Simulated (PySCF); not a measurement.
A run for PySCF: R-BP86/6-31G* on GaH5N2 (SMILES [NH2][GaH][NH2]), a point of a torsion scan.

```python
from pyscf import gto, scf, dft, mp
from pyscf.data.elements import chemcore

mol = gto.M(
    atom='''
    N     1.64853175   -0.39942033    0.23978475
    Ga   -0.03299830    0.29230234    0.47889466
    N    -0.91556730   -0.14855261    1.99238532
    H     1.75423672   -1.40903713    0.21459437
    H     2.24081961   -0.02070440   -0.49360610
    H    -0.69897642    1.31168846   -0.46153515
    H    -0.52714439   -0.73293670    2.72232978
    H    -1.85899902    0.11710427    2.24104077
    ''',
    basis='6-31g*',
    cart=True,
    charge=0, spin=0, verbose=3, max_memory=1800)
mf = dft.RKS(mol, xc='b88,p86')
mf.conv_tol = 1e-8
mf.max_cycle = 100
mf.kernel()
if not mf.converged:
    mf = mf.newton().run(mf.mo_coeff, mf.mo_occ)
```

Problem. Predict the final total energy.

Solution. -2037.3719 hartree.
